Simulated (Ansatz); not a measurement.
Cost and result for the atomization energy of CH$_{6}$Cl$_{2}$GaP, SMILES `[CH3][Ga-]([PH3+])([Cl])[Cl]` (11 atoms, 10 bonds).

```json
{"atom": "C1", "x (Å)": "0.309", "y (Å)": "1.382", "z (Å)": "1.382"}
{"atom": "Ga2", "x (Å)": "-0.154", "y (Å)": "0.820", "z (Å)": "-0.433"}
{"atom": "P3", "x (Å)": "-0.093", "y (Å)": "-1.705", "z (Å)": "-0.639"}
{"atom": "Cl4", "x (Å)": "-2.225", "y (Å)": "0.946", "z (Å)": "-1.113"}
{"atom": "Cl5", "x (Å)": "1.276", "y (Å)": "1.112", "z (Å)": "-2.057"}
{"atom": "H6", "x (Å)": "1.321", "y (Å)": "1.065", "z (Å)": "1.636"}
{"atom": "H7", "x (Å)": "-0.396", "y (Å)": "0.967", "z (Å)": "2.104"}
{"atom": "H8", "x (Å)": "0.262", "y (Å)": "2.471", "z (Å)": "1.441"}
{"atom": "H9", "x (Å)": "1.102", "y (Å)": "-2.433", "z (Å)": "-0.467"}
{"atom": "H10", "x (Å)": "-0.427", "y (Å)": "-2.100", "z (Å)": "-1.946"}
{"atom": "H11", "x (Å)": "-0.975", "y (Å)": "-2.526", "z (Å)": "0.092"}
```

Charge 0, multiplicity 1. Correlated methods include outer-core shells of Ga, which these sets cover unevenly. Scalar relativity is left out up to krypton. The structure was optimised at the PBE0-D4/def2-TZVP level. It is one conformer, not always the lowest. Program: Ansatz. All runs use 4 threads of an Arm Neoverse V1 on a shared host. Times are those of one run each, without the atoms' runs, and a repeat can differ threefold. Electronic energies, without spin–orbit coupling; frozen cores. CCSD(T)/CBS adds CCSD(T) − MP2 in def2-TZVPP to the MP2 limit, and its time is that of the two runs behind it. T1 = 0.011. With those shells the extrapolation isn't a true limit. B3LYP takes the VWN-RPA correlation (the form of Gaussian; ORCA's B3LYP/G).

CCSD(T)/CBS is a level of theory with its own doubt, some kJ/mol a heavy atom from the limit and from the frozen cores, so smaller differences don't rank the functionals.

| level | functions | wall time | atomization (kcal/mol) | difference from CCSD(T)/CBS | per bond |
| --- | --- | --- | --- | --- | --- |
| LDA (SPW92)/def2-TZVPP | 289 | 2.1 s | 909.9 | 101.0 | 10.1 |
| revPBE-D4/def2-TZVPP | 289 | 3.2 s | 793.8 | -15.1 | -1.5 |
| PBE0-D4/def2-TZVPP | 289 | 6.5 s | 805.5 | -3.4 | -0.3 |
| CAM-B3LYP-D4/def2-TZVPP | 289 | 7.5 s | 805.5 | -3.4 | -0.3 |
| r2SCAN-D4/def2-TZVPP (with forces) | 289 | 8 s | 810.8 | 1.9 | 0.2 |
| B3LYP-D4/def2-TZVPP (with forces) | 289 | 10 s | 802.6 | -6.3 | -0.6 |
| r2SCANh-D4/def2-TZVPP | 289 | 10 s | 807.7 | -1.2 | -0.1 |
| PBE-QIDH/def2-TZVPP | 289 | 10 s | 804.1 | -4.8 | -0.5 |
| CCSD(T)/def2-SVP | 130 | 14 s | 755.9 | -53.0 | -5.3 |
| ωB97M-V/def2-TZVPP (with forces) | 289 | 20 s | 809.9 | 1.0 | 0.1 |
| MP2/def2-QZVPP | 536 | 41 s | 806.5 | -2.4 | -0.2 |
| CCSD(T)/def2-TZVPP | 289 | 7.6 min | 789.7 | -19.2 | -1.9 |
| CCSD(T)/CBS(def2) | – | 8.3 min | 808.9 | 0.0 | 0.0 |

From PBE to PBE0 (25 % exact exchange), in def2-TZVPP and without D4, the atomization energy moves by −3.9 kcal/mol: exact exchange takes away binding that semilocal exchange gives to molecules. At CCSD(T), def2-SVP lies −53.0 kcal/mol from the extrapolated value and def2-TZVPP −19.1 kcal/mol: correlation converges slowly with the basis, and small sets miss more of it in the bonded molecule than in its fragments. The D4 term adds +12.8 kcal/mol with B3LYP and +6.9 kcal/mol with PBE0; it sums over pairs of atoms, weighted by their polarisabilities, and B3LYP, whose exchange is more repulsive, gets the larger term.
